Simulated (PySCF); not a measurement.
## Orbital picture of GeH⁺

LC-ωPBE at R = 1.591 Å; basis Ge pcseg-1, H pcseg-1; no relativity; PySCF 2.14. State: ¹Σ⁺ (singlet), closed shell. Only the outer orbitals are listed, counted within each symmetry.

```tsv
orbital	occ.	ε (eV)	on Ge (%)	main shells (%)
1δ	2	-45.21	100	100 Ge d
1δ	2	-45.21	100	100 Ge d
3π	2	-44.83	100	100 Ge d
3π	2	-44.83	100	100 Ge d
6σ	2	-44.74	100	100 Ge d
7σ	2	-24.85	84	80 Ge s, 16 H s
8σ	2	-17.73	72	53 Ge p, 28 H s, 16 Ge s
4π	0	-7.91	100	100 Ge p
4π	0	-7.91	100	100 Ge p
9σ	0	-2.71	52	48 H s, 45 Ge p, 8 Ge d
```

Question: Which are the highest filled and the lowest empty level, where do they sit, and how wide is the gap?

Answer: Highest filled 8σ at -17.73 eV (in %: 53 Ge p, 28 H s, 16 Ge s); lowest empty 4π at -7.91 eV (in %: 100 Ge p); the gap at LC-ωPBE is 9.82 eV.

* bond order (Mayer): 0.96
* ⟨S²⟩: 0.000
* charge on Ge (Mulliken, basis-dependent): 0.88
* charge on Ge (Löwdin, basis-dependent): 0.99
* dipole moment (positive dipole points towards H; it is taken about the centre of mass and depends on that origin): 0.60 D
